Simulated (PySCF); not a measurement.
Below is a simulated gas-phase Si 1s photoelectron spectrum of `[SiH3]O[SiH2][CH2][GeH3]`.

Every computed line was given a Gaussian of 0.6 eV full width at half maximum and an area set by the number of equivalent atoms; the highest printed point is 100. Method used: delta-SCF UKS SCAN, pcX-2 on the ionised atom, pcseg-1 elsewhere, spin-free X2C (PySCF).

(binding energy (eV), intensity): (1846.3, 0), (1846.4, 1), (1846.5, 2), (1846.6, 5), (1846.7, 12), (1846.8, 23), (1846.9, 40), (1847.0, 61), (1847.1, 81), (1847.2, 95), (1847.3, 100), (1847.4, 94), (1847.5, 79), (1847.6, 58), (1847.7, 38), (1847.8, 22), (1847.9, 11), (1848.0, 5), (1848.1, 2), (1848.2, 1), (1848.3, 0)

Q: Count the maxima, the lines and the sites behind this envelope.

A: The curve has 1 maximum (at 1847.3 eV). Under it lie 2 lines from 2 inequivalent silicon sites. At this width some lines have no maximum of their own.

Q: Decompose the envelope and assign each component. Numbering: `[SiH3:1][O:2][SiH2:3][CH2:4][GeH3:5]`.

A: 
```tsv
position (eV)	relative area	line	atoms	environment
1847.16	1	Si 1s	Si3	oxygen-bound silicon
1847.43	1	Si 1s	Si1	oxygen-bound silicon
```

Q: Above which line width would these two lines show one maximum?

A: Two equal Gaussians merge once their distance is under 2σ = FWHM/1.177. With 0.26 eV between them that is a full width over 0.31 eV.

Lowest listed Si 1s: Si3, bonded to O, C and 2 H. Highest, 0.27 eV above it: Si1, bonded to O and 3 H.

The curve has no shake-up lines and no vibrational structure. Geometry: PBE0-D3(BJ)/def2-SVP, one conformer, isolated molecule.

Time: 56 s; peak memory 0.68 GiB. Hardware: one thread of an Arm Neoverse V2, shared host with 96 logical CPUs at a one-minute load of 76.

Conformer computed: `[SiH3:1][O:2][SiH2:3][CH2:4][GeH3:5]`: Si1–O2–Si3–C4 -26°, O2–Si3–C4–Ge5 62°.
